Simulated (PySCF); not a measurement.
**Indirect couplings**

Geometry:
```csv
atom,x (Å),y (Å),z (Å)
B1,0.179,-0.129,-0.077
O2,1.499,-0.207,-0.387
H3,1.936,0.636,-0.242
O4,-0.315,1.070,0.378
H5,-1.252,1.078,0.582
O6,-0.561,-1.264,-0.245
H7,-1.487,-1.183,-0.011
```

Couplings: B3LYP/pcJ-1 in PySCF 2.14, geometry PBE0-D3(BJ)/def2-SVP; gas phase, one conformer, non-relativistic. Couplings are averaged over pairs made equivalent by symmetry, fast rotation or ring inversion, so a value needn't be that of the named pair in this geometry, while other rotamers aren't included; one pair stands for each set, and the list holds those of at least 0.8 Hz over up to four bonds.

Isotopes: 17O, 1H, 11B. Couplings to quadrupolar nuclei such as 17O and 33S are rarely resolved in practice.

```csv
pair,bonds,J (Hz)
"B1, O2",1,-17.3
"O2, H3",1,?
"B1, H3",2,-1.9
"O2, O4",2,4.1
"O2, H5",3,-2.9
"H3, H5",4,?
```

Question: Estimate the withheld couplings, with signs.

Answer: 
- 1J(O2,H3) = -85.3 Hz (bond length 0.961 Å)
- 4J(H3,H5) = 1.2 Hz (mean over equivalent pairs that range from -0.2 to 3.7 Hz in this conformer)
